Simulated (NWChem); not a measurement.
# AlH$_{3}$S; SMILES [AlH2][SH]

```xyz
5

Al     0.1386    -1.1552     0.0545
H      1.3498    -2.0077    -0.5026
H     -1.2991    -1.7344     0.3850
S      0.5249     0.9724     0.3756
H     -0.7202     1.2475     0.8238
```
Atoms are numbered in this order, from 1.

Level: PBE0/def2-SVP (NWChem), optimised geometry, unscaled harmonic frequencies. 

| frequency (cm⁻¹) | IR intensity (km/mol) |
|---|---|
| 371 | 19.3 |
| 423 | 51.0 |
| 502 | 25.4 |
| 585 | 191.2 |
| 686 | 13.9 |
| 769 | 287.4 |
| 1950 | 107.6 |
| 1971 | 200.6 |
| 2717 | 0.4 |

* **zero-point energy**: 14.3 kcal/mol
* **thermal correction to the enthalpy at 298.15 K (with zero-point energy)**: 17.4 kcal/mol
* **heat capacity Cv**: 12.8 cal/(mol K)
* **entropy at 298.15 K and 1 atm (symmetry number 1)**: 64.0 cal/(mol K)
* **dipole moment**: 1.13 D

Rigid rotor and harmonic oscillator.
